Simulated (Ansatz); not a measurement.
Consider the hydrogenolysis of a C–Sn bond: `PS[CH2][SnH3]` + H₂ → `CSP` + `[SnH4]`.

Gas-phase electronic energies from Ansatz, PBE0-D4/def2-TZVP geometries. CBS: MP2 limit from def2 TZ/QZ plus the TZ coupled-cluster correction, frozen cores. This one scheme is used for every species. Elements past krypton have def2 core potentials. For Sn outer-core shells are correlated without core-valence functions, which leaves a few kJ/mol of doubt a bond. One conformer a species, not always the lowest.

```json
{"species": "`PS[CH2][SnH3]`", "MP2/def2-TZVPP energy (Eh)": "-994.42098"}
{"species": "H₂", "MP2/def2-TZVPP energy (Eh)": "-1.16460"}
{"species": "`CSP`", "MP2/def2-TZVPP energy (Eh)": "-779.60206"}
{"species": "`[SnH4]`", "MP2/def2-TZVPP energy (Eh)": "-215.99516"}
```

Problem. Work out ΔE.

Solution. ΔE = (-779.60206) + (-215.99516) − (-994.42098) − (-1.16460) = -0.01164 Eh = -30.6 kJ/mol. CCSD(T)/CBS gives -33.7 kJ/mol.

Largest T1 diagnostic among the species: 0.013.

From r2SCAN to r2SCAN0 (25 % exact exchange), in def2-TZVPP and without D4, ΔE moves by −4.8 kJ/mol. Leaving LDA and LC-ωPBE aside and taking each functional with its dispersion term where it has one, the values, not all of them listed here, spread over 21.9 kJ/mol, from B97M-V to revPBE-D4. LDA lies +3.7 kJ/mol from PBE without D4.
